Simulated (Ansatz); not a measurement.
Job for Ansatz (an electronic-structure program): R-BLYP/def2-TZVPPD on HF (SMILES F). The basis file is the Basis Set Exchange's JSON of that set.

Ansatz 0.2 input:
```yaml
crystal:
  periodic: [false, false, false]
  atoms:
    - {symbol: F, position_ang: [-0.00000000, 0.00000000, 0.46223693]}
    - {symbol: H, position_ang: [0.00000000, -0.00000000, -0.46223693]}
basis:
  gaussian:
    orbitals: def2-TZVPPD.json
hamiltonian:
  xc: {name: BLYP}
scf: {lower_state_search: off}
```

**Question.** What total energy does the run end on?

**Answer.** -100.4848 hartree.
